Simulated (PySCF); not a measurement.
These compounds are isomers of formula C₅H₉F₃O₂Si.

A. `InChI=1S/C5H9F3O2Si/c1-3-2-9-11-10-4(3)5(6,7)8/h3-4H,2,11H2,1H3/t3-,4+/m1/s1`
B. SMILES C[C@@H]1CO[SiH2]O[C@H]1C(F)(F)F
C. SMILES C[Si](C)(C)OC(=O)C(F)(F)F
D. `FC(F)(F)O[C@H]1C[SiH2]CCO1`

Spectrum 1. ¹³C{¹H} NMR (computed): δ 162.8 (C), 125.2 (C), 0.0 (CH3).

Spectrum 2. ¹³C{¹H} NMR (computed): δ 135.2 (C), 77.4 (CH), 69.0 (CH2), 40.3 (CH), 14.7 (CH3).

Spectrum 3. ¹³C{¹H} NMR (computed): δ 135.0 (C), 78.7 (CH), 66.8 (CH2), 35.5 (CH), 19.0 (CH3).

Spectrum 4. ¹³C{¹H} NMR (computed): δ 129.9 (C), 103.0 (CH), 60.2 (CH2), 14.2 (CH2), 9.1 (CH2).

All values are calculated (PySCF): NMR shieldings at PBE0/pcSseg-1/GIAO, geometry from GFN2-xTB. One conformer, no solvent, fast rotation and ring inversion assumed for equivalent nuclei, non-relativistic Hamiltonian.

References, each an isolated molecule treated in the same way: TMS for ¹³C. Splittings of carbon signals by F and P are missing where no couplings were computed. Shifts are as computed. Against solution values, carbons near 30 ppm lie about +3 ppm off and those near 130 ppm about +5 ppm. Of 1211 compounds with measured shifts, 218 miss one by over three times the rms of a fit or turn the order of signals round; such compounds aren't used in these exercises.

Question: Match each spectrum to its structure.

Answer: 1–C, 2–A, 3–B, 4–D.

- Spectrum 1 (C): 3 ¹³C signals; δC 125.2 is a CF3 carbon; δC 0.0 is a methyl carbon bonded to Si.
- Spectrum 2 (A): 5 ¹³C signals; δC 135.2 is a CF3 carbon; δC 77.4 is an sp3 CH bonded to O.
- Spectrum 3 (B): 5 ¹³C signals; δC 135.0 is a CF3 carbon; δC 78.7 is an sp3 CH bonded to O.
- Spectrum 4 (D): 5 ¹³C signals; δC 129.9 is a CF3 carbon; δC 103.0 is an sp3 carbon bearing two oxygens.
